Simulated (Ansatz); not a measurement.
Reaction (ligand exchange at the Ag–Br bond): `[Br][Ag]` + HI → `[Ag][I]` + HBr

Program: Ansatz. Geometries: PBE0-D4/def2-TZVP. ΔE: electronic, gas phase. CCSD(T)/CBS is the MP2 limit (def2-TZVPP, def2-QZVPP) plus CCSD(T) − MP2 in def2-TZVPP, frozen cores. Functionals use def2-TZVPP. B3LYP here is the variant with VWN-RPA as its local correlation; programs differ in this. def2 core potentials past Kr. For Ag, Br, I outer-core shells are correlated without core-valence functions, which leaves a few kJ/mol of doubt a bond. Scalar relativity is left out up to krypton.

| level | ΔE (kJ/mol) | difference from CCSD(T)/CBS |
| --- | --- | --- |
| PBE0-D4 | -30.1 | 2.6 |
| ωB97X-V | -25.8 | 6.9 |
| ωB97M-V | -26.9 | 5.8 |
| B2PLYP | -28.3 | 4.4 |
| revPBE | -28.1 | 4.6 |
| PBE0 | -29.5 | 3.2 |
| B3LYP | -27.2 | 5.5 |
| r2SCAN0 | -29.7 | 3.0 |
| CAM-B3LYP | -25.5 | 7.2 |
| MP2/def2-SVP | -32.9 | -0.2 |
| HF/def2-TZVPP | -25.0 | 7.7 |
| MP2/def2-TZVPP | -31.7 | 1.0 |
| HF/def2-QZVPP | -24.9 | 7.8 |
| MP2/def2-QZVPP | -35.1 | -2.4 |
| HF/CBS(def2) | -24.9 | 7.8 |
| CCSD/CBS(def2) | -31.8 | 0.9 |
| CCSD(T)/CBS | -32.7 | 0 |

Largest T1 diagnostic among the species: 0.016.

Leaving LDA and LC-ωPBE aside and taking each functional with its dispersion term where it has one, the values, not all of them listed here, spread over 5.1 kJ/mol, from HSE06-D4 to B97M-V.
